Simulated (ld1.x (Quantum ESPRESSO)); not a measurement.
# Configuration tests for aluminium (Al) (TM)

Al (Z = 13), norm-conserving Troullier–Martins (Kleinman–Bylander form), made with ld1.x (Quantum ESPRESSO) 7.5 (PBE, scalar-relativistic). Core [He], reference 2s2 2p6 3s1 3p0 (charge +2). Waves: 2p (bound): rc 0.85 bohr; 2s (bound): rc 0.70 bohr. Local part: the s channel. Core correction: none.

Occupied shells without a wave of their own: 3s. They enter only through the test configuration that unscreens the potential.

Energies are relative to the spin-unpolarised reference configuration 2s2 2p6 3s1 3p0; without spin polarisation the order of configurations can differ from experiment. The frozen-core shift is the all-electron ΔE with the core orbitals held at their reference shape minus the fully relaxed ΔE.

```tsv
valence configuration	charge	ΔE all-electron (eV)	error AE − PS (meV)	frozen-core shift (meV)
2s2 2p6 3s2 3p1	0	-24.987	+68	0.0
2s2 2p6 3s2 3p0	+1	-19.225	+88	0.0
2s2 2p6 3s0 3p0	+3	28.443	-146	0.0
2s2 2p6 3s2 3p1.3	-0.3	-25.561	+66	0.0
2s2 2p6 3s0 3p3	0	-14.536	-112	0.0
2s2 2p6 3s2 3p0.5	+0.5	-22.901	+75	0.0
```

Task: What are ΔE and the potential's error for 2s1 2p6 3s2 3p1?

Result: ΔE = 95.724 eV all-electron; the error (AE − PS) is +55 meV.
